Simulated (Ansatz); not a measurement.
Cartesian coordinates (Å):
```xyz
4

F     -0.6327     1.1277     0.0002
B      0.0401    -0.0001     0.0000
F     -0.6385    -1.1244    -0.0001
H      1.2311    -0.0032    -0.0001
```
Charge 0, multiplicity 1.

These are frozen-core CCSD(T)/cc-pVTZ // PBE0-D3(BJ)/def2-TZVP (Ansatz, a first-principles code) values and carry that method's errors.

```yaml
HF energy: -224.35392 Ha
MP2 correlation energy: -0.60036 Ha
```

Estimate the CCSD correlation energy, the (T) correction, the total energy and the T1 diagnostic.


The CCSD correlation energy is -0.60690 Ha and the (T) correction comes out as -0.01760 Ha. The CCSD(T) total energy comes out as -224.97842 Ha and the T1 diagnostic is 0.013.
